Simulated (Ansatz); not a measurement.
GeEt2(OAc)2 (C8H16GeO4). Charge 0, multiplicity 3. Geometry PBE-D4/def2-SVP, that of the neutral singlet; atoms count from 1.

Cartesian coordinates in Å:
```
Ge 0.241 0.127 0.672
C -0.987 -0.558 2.038
C -1.713 -1.853 1.662
H -1.701 0.267 2.246
H -0.380 -0.683 2.961
H -2.401 -2.172 2.473
H -2.297 -1.726 0.731
H -0.994 -2.676 1.480
C 1.731 1.263 1.232
C 1.267 2.571 1.883
H 2.321 1.447 0.312
H 2.366 0.663 1.917
H 2.131 3.206 2.168
H 0.633 3.161 1.191
H 0.675 2.393 2.806
O -0.658 1.253 -0.509
C -1.481 0.674 -1.398
C -1.971 1.646 -2.445
O -1.765 -0.517 -1.370
H -2.800 1.200 -3.021
H -1.127 1.872 -3.130
H -2.281 2.602 -1.982
O 0.880 -1.413 -0.148
C 1.453 -1.258 -1.357
C 1.759 -2.581 -2.017
O 1.661 -0.163 -1.859
H 2.408 -2.426 -2.896
H 0.801 -3.037 -2.343
H 2.226 -3.282 -1.299
```

Single mean-field runs in def2-TZVP are fitted with def2-universal-jkfit. At PBE0-D4/def2-TZVP a singlet of charge 0 lies 5.13 eV below the triplet at the same geometry.

(1) Estimate the Mulliken populations from the PBE0/def2-TZVP orbitals of Ansatz.

(2) Where does the spin sit?

(3) And the Mayer bond orders between heavy atoms (over 0.3)?

## Answers

(1) 
| atom | charge (e) | spin (α − β) |
| --- | --- | --- |
| Ge1 | 0.60 | 0.04 |
| C2 | -0.29 | 0.00 |
| C3 | -0.37 | 0.00 |
| H4 | 0.13 | 0.00 |
| H5 | 0.13 | 0.00 |
| H6 | 0.12 | 0.00 |
| H7 | 0.16 | 0.00 |
| H8 | 0.13 | 0.00 |
| C9 | -0.25 | 0.00 |
| C10 | -0.40 | 0.00 |
| H11 | 0.14 | 0.00 |
| H12 | 0.13 | 0.00 |
| H13 | 0.14 | 0.00 |
| H14 | 0.15 | 0.00 |
| H15 | 0.13 | 0.00 |
| O16 | -0.37 | 0.01 |
| C17 | 0.34 | 0.00 |
| C18 | -0.38 | -0.01 |
| O19 | -0.37 | 0.00 |
| H20 | 0.15 | 0.00 |
| H21 | 0.15 | 0.00 |
| H22 | 0.14 | 0.00 |
| O23 | -0.37 | 0.15 |
| C24 | 0.20 | 0.70 |
| C25 | -0.37 | 0.01 |
| O26 | -0.14 | 0.97 |
| H27 | 0.13 | 0.00 |
| H28 | 0.13 | 0.07 |
| H29 | 0.13 | 0.04 |
Mulliken values depend strongly on the basis.

(2) Summed by element: Ge 0.04, C 0.71, H 0.12, O 1.13, of 2 unpaired in all. Largest on single atoms: O26 0.97, C24 0.70, O23 0.15.

(3) Ge1–C2 0.96 (1.96 Å); Ge1–C9 0.98 (1.96 Å); Ge1–O16 0.79 (1.86 Å); Ge1–O23 0.90 (1.86 Å); C2–C3 1.01 (1.53 Å); C9–C10 0.98 (1.53 Å); O16–C17 1.19 (1.34 Å); C17–C18 0.99 (1.51 Å); C17–O19 1.95 (1.22 Å); O23–C24 1.08 (1.35 Å); C24–C25 1.01 (1.51 Å); C24–O26 1.24 (1.22 Å).
